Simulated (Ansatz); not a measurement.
`[OH][Ge]([F])([F])[SH]` + HCl → `[F][Ge]([F])([SH])[Cl]` + H₂O  (ligand exchange at a Ge–O bond)

Program: Ansatz. Geometries: PBE0-D4/def2-TZVP. ΔE: electronic, gas phase. CCSD(T)/CBS adds triple-zeta CCSD(T) − MP2 to the extrapolated MP2 energy (def2 sets, frozen cores). This one scheme is used for every species. Functionals use def2-TZVPP. HSE06 is defined as in plane-wave codes. For Ge outer-core shells are correlated without core-valence functions, which leaves a few kJ/mol of doubt a bond. Scalar relativity is left out up to krypton. One conformer a species, not always the lowest.

```tsv
level	ΔE (kJ/mol)	difference from CCSD(T)/CBS
revPBE-D4	-31.3	-5.4
r2SCAN-D4	-26.6	-0.7
B97M-V	-26.4	-0.5
r2SCAN0-D4	-27.6	-1.7
HSE06-D4	-31.0	-5.1
BHLYP-D4	-27.2	-1.3
CAM-B3LYP-D4	-21.8	4.1
BLYP	-24.1	1.8
r2SCAN0	-27.1	-1.2
RPA@PBE/def2-TZVPP	-18.6	7.3
MP2/def2-SVP	-14.9	11.0
CCSD(T)/def2-SVP	-14.6	11.3
SCS-MP2/def2-TZVPP	-20.9	5.0
CCSD(T)/def2-TZVPP	-20.7	5.2
HF/def2-QZVPP	-21.3	4.6
MP2/CBS(def2)	-29.0	-3.1
CCSD(T)/CBS	-25.9	0
```

Largest T1 diagnostic among the species: 0.012.

At CCSD(T), def2-SVP lies +11.3 kJ/mol from the extrapolated value and def2-TZVPP +5.2 kJ/mol. Leaving LDA and LC-ωPBE aside and taking each functional with its dispersion term where it has one, the values spread over 9.5 kJ/mol, from revPBE-D4 to CAM-B3LYP-D4. LDA lies +4.5 kJ/mol from PBE without D4.

CCSD(T)/CBS has its own doubt, a few kJ/mol and more with outer-core shells, so smaller differences from it don't rank the levels.
